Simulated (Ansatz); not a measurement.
`BC(C)=C=C` + `C[O][AlH][CH2]F` → `[BH2][Al]([CH2]F)[O]C` + `C=C=CC`  (formal exchange of groups at a B–C bond)

Program: Ansatz. Geometries: PBE0-D4/def2-TZVP. ΔE: electronic, gas phase. CCSD(T)/CBS is the MP2 limit (def2-TZVPP, def2-QZVPP) plus CCSD(T) − MP2 in def2-TZVPP, frozen cores. DFT in def2-TZVPP. B3LYP here is the variant with VWN-RPA as its local correlation; programs differ in this. Each species was taken in one conformer, which may not be the lowest.

```json
{"level": "PBE-D4", "ΔE (kcal/mol)": "16.7", "difference from CCSD(T)/CBS": "0.8"}
{"level": "r2SCAN-D4", "ΔE (kcal/mol)": "17.7", "difference from CCSD(T)/CBS": "1.8"}
{"level": "PBE0-D4", "ΔE (kcal/mol)": "16.3", "difference from CCSD(T)/CBS": "0.4"}
{"level": "B3LYP-D4", "ΔE (kcal/mol)": "17.2", "difference from CCSD(T)/CBS": "1.3"}
{"level": "ωB97X-V", "ΔE (kcal/mol)": "16.0", "difference from CCSD(T)/CBS": "0.1"}
{"level": "ωB97M-V", "ΔE (kcal/mol)": "17.3", "difference from CCSD(T)/CBS": "1.4"}
{"level": "B2PLYP", "ΔE (kcal/mol)": "17.1", "difference from CCSD(T)/CBS": "1.2"}
{"level": "PBE", "ΔE (kcal/mol)": "16.2", "difference from CCSD(T)/CBS": "0.3"}
{"level": "r2SCAN", "ΔE (kcal/mol)": "17.6", "difference from CCSD(T)/CBS": "1.7"}
{"level": "PBE0", "ΔE (kcal/mol)": "15.8", "difference from CCSD(T)/CBS": "-0.1"}
{"level": "B3LYP", "ΔE (kcal/mol)": "16.4", "difference from CCSD(T)/CBS": "0.5"}
{"level": "HF/def2-TZVPP", "ΔE (kcal/mol)": "15.5", "difference from CCSD(T)/CBS": "-0.4"}
{"level": "MP2/def2-TZVPP", "ΔE (kcal/mol)": "18.5", "difference from CCSD(T)/CBS": "2.6"}
{"level": "SCS-MP2/def2-TZVPP", "ΔE (kcal/mol)": "17.4", "difference from CCSD(T)/CBS": "1.5"}
{"level": "CCSD/def2-TZVPP", "ΔE (kcal/mol)": "15.1", "difference from CCSD(T)/CBS": "-0.8"}
{"level": "CCSD(T)/def2-TZVPP", "ΔE (kcal/mol)": "15.8", "difference from CCSD(T)/CBS": "-0.1"}
{"level": "HF/def2-QZVPP", "ΔE (kcal/mol)": "15.6", "difference from CCSD(T)/CBS": "-0.3"}
{"level": "MP2/def2-QZVPP", "ΔE (kcal/mol)": "18.6", "difference from CCSD(T)/CBS": "2.7"}
{"level": "SCS-MP2/def2-QZVPP", "ΔE (kcal/mol)": "17.5", "difference from CCSD(T)/CBS": "1.6"}
{"level": "HF/CBS(def2)", "ΔE (kcal/mol)": "15.6", "difference from CCSD(T)/CBS": "-0.3"}
{"level": "MP2/CBS(def2)", "ΔE (kcal/mol)": "18.7", "difference from CCSD(T)/CBS": "2.8"}
{"level": "CCSD/CBS(def2)", "ΔE (kcal/mol)": "15.2", "difference from CCSD(T)/CBS": "-0.7"}
{"level": "CCSD(T)/CBS", "ΔE (kcal/mol)": "15.9", "difference from CCSD(T)/CBS": "0"}
```

Largest T1 diagnostic among the species: 0.012.

The D4 term adds +0.8 kcal/mol with B3LYP and +0.4 kcal/mol with PBE0; it sums over pairs of atoms, weighted by their polarisabilities, and B3LYP, whose exchange is more repulsive, gets the larger term.
